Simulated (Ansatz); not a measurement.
Species: sum formula SiN₂H₄Cl, net charge 0, doublet state. It need not be the lowest isomer of its formula. SMILES: Cl[Si](N)N
Geometry from a B3LYP-D3(BJ)/def2-TZVP (Ansatz, a first-principles code) optimisation:
```xyz
8

N     -1.1522    -1.1475    -0.6682
Si     0.0434    -0.4737     0.3640
N      1.5387    -1.0877    -0.1891
Cl    -0.2446     1.6050     0.1904
H     -2.0534    -0.7032    -0.7529
H     -1.2144    -2.1498    -0.7668
H      2.3748    -1.0005     0.3652
H      1.7380    -1.1526    -1.1779
```
Charge 0, spin multiplicity 2.

Parts of the frozen-core correlation energy in aug-cc-pV(T+d)Z (Ansatz, hartree). Frozen orbitals: 12; correlated occupied orbitals by spin: 13 and 12; virtual: 269 and 270. UHF or UKS for open shells. Spin-orbit coupling is left out. No relativistic terms.

```tsv
term	value
reference (HF)	-859.83599
MP2 opposite-spin	[?]
MP2 same-spin	[?]
CCSD correlation	-0.76580
(T)	[?]
T1 diagnostic	0.013
largest doubles amplitude	0.009
<S^2> of the reference	0.755
```

Q: Complete the blanks.

A: 
- MP2 opposite-spin, value: -0.55159
- MP2 same-spin, value: -0.18002
- (T), value: -0.03300
